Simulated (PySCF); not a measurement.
## Molecular orbitals of NaSn⁺

UHF at R = 3.413 Å; basis Na def2-SVP, Sn def2-SVP with ECP28; scalar-relativistic core potentials; PySCF 2.14. State: ³Π (triplet), unpaired electrons σ ↑, π ↑. Only the outer orbitals are listed, counted within each symmetry, core potentials removing the inner ones.

| spin | orbital | occ. | ε (eV) | on Na (%) | main shells (%) |
| --- | --- | --- | --- | --- | --- |
| α | 1δ | 1 | -40.25 | 0 | 100 Sn d |
| α | 3π | 1 | -40.19 | 0 | 100 Sn d |
| α | 1δ | 1 | -40.14 | 0 | 100 Sn d |
| α | 6σ | 1 | -39.94 | 0 | 100 Sn d |
| α | 3π | 1 | -39.94 | 0 | 100 Sn d |
| α | 7σ | 1 | -19.99 | 2 | 97 Sn s |
| α | 8σ | 1 | -11.93 | 17 | 82 Sn p, 10 Na s |
| α | 4π | 1 | -11.42 | 2 | 98 Sn p |
| α | 4π | 0 | -4.51 | 10 | 90 Sn p, 9 Na p |
| α | 9σ | 0 | -3.96 | 96 | 88 Na s, 8 Na p |
| α | 5π | 0 | -2.17 | 98 | 98 Na p |
| β | 1δ | 1 | -40.15 | 0 | 100 Sn d |
| β | 3π | 1 | -40.06 | 0 | 100 Sn d |
| β | 1δ | 1 | -40.00 | 0 | 100 Sn d |
| β | 3π | 1 | -39.67 | 0 | 100 Sn d |
| β | 6σ | 1 | -39.67 | 0 | 100 Sn d |
| β | 7σ | 1 | -16.49 | 2 | 97 Sn s |
| β | 8σ | 0 | -4.33 | 80 | 80 Na s, 19 Sn p |
| β | 4π | 0 | -3.83 | 11 | 88 Sn p, 11 Na p |
| β | 4π | 0 | -2.91 | 30 | 69 Sn p, 30 Na p |

Task: Which are the highest filled and the lowest empty level, where do they sit, and how wide is the gap?

Result: Highest filled α 4π at -11.42 eV (in %: 98 Sn p); lowest empty α 4π at -4.51 eV (in %: 90 Sn p, 9 Na p); the gap at UHF is 6.91 eV. Both belong to one degenerate shell, split only by its one-sided filling, so this is no excitation gap.

| Quantity | Value |
| --- | --- |
| bond order (Mayer) | 0.38 |
| ⟨S²⟩ | 2.010 |
| charge on Na (Mulliken, basis-dependent) | 0.77 |
| charge on Na (Löwdin, basis-dependent) | 0.61 |
| dipole moment (positive dipole points towards Sn; it is taken about the centre of mass and depends on that origin) | -10.57 D |
| polarisability along the bond | 71.8 bohr³ |
| polarisability across the bond | 37.5 bohr³ |

Spin–orbit coupling is left out. The state is the lowest determinant that a PBE0 search found; another state may lie lower at other levels.
